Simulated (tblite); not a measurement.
Parent: `[CH3:1][O:2][C@@H:3]1[CH2:4][C@@H:5]1[SiH3:6]` with C1–O2–C3–C4 -79°, C4H10OSi.

Structures optimised with GFN2-xTB, isolated species. One conformer each, not checked by frequencies here.

```json
{"coordinate of the parent": "C1–O2", "value": "1.407 Å"}
{"coordinate of the parent": "O2–C3", "value": "1.395 Å"}
{"coordinate of the parent": "C3–C4", "value": "1.498 Å"}
{"coordinate of the parent": "C4–C5", "value": "1.506 Å"}
{"coordinate of the parent": "C5–Si6", "value": "1.886 Å"}
{"coordinate of the parent": "C3–C5", "value": "1.492 Å"}
{"coordinate of the parent": "C1–O2–C3", "value": "113.9°"}
{"coordinate of the parent": "O2–C3–C4", "value": "119.2°"}
{"coordinate of the parent": "O2–C3–C5", "value": "114.5°"}
{"coordinate of the parent": "C4–C3–C5", "value": "60.5°"}
{"coordinate of the parent": "C3–C4–C5", "value": "59.6°"}
{"coordinate of the parent": "C4–C5–Si6", "value": "118.6°"}
{"coordinate of the parent": "C3–C5–C4", "value": "59.9°"}
{"coordinate of the parent": "C3–C5–Si6", "value": "113.9°"}
```

Task: In one relative the bonds that all share with the parent change as follows (parent's numbers): C1–O2 0.000, O2–C3 -0.003, C3–C4 -0.005, C4–C5 +0.005, C5–Si6 -0.010, C3–C5 +0.020 Å. Which is it?
A. `[CH3:1][O:2][C@@H:3]1[C@@H:4]([SiH3:5])[C@H:6]1[C:7]([NH2:8])=[O:9]` with C1–O2–C3–C4 160°, C4–C6–C7–N8 -166°, C6–C7–N8–H 4° and 178°
B. `[CH3:1][O:2][C@@H:3]1[C@H:4]([CH3:5])[C@H:6]1[SiH3:7]` with C1–O2–C3–C4 153°

Result: B. The changes in all of them (Å):

```tsv
SMILES	C1–O2	O2–C3	C3–C4	C4–C5	C5–Si6	C3–C5
CO[C@@H]1[C@H](C)[C@H]1[SiH3]	0.000	-0.003	-0.005	+0.005	-0.010	+0.020
CO[C@@H]1[C@@H]([SiH3])[C@H]1C(N)=O	+0.001	-0.010	+0.029	+0.006	+0.011	-0.014
```

Atoms are paired thus: CO[C@@H]1[C@H](C)[C@H]1[SiH3]: C1 = C1, O2 = O2, C3 = C3, C4 = C4, C5 = C6, Si6 = Si7; CO[C@@H]1[C@@H]([SiH3])[C@H]1C(N)=O: C1 = C1, O2 = O2, C3 = C3, C4 = C6, C5 = C4, Si6 = Si5.

These are computed values.
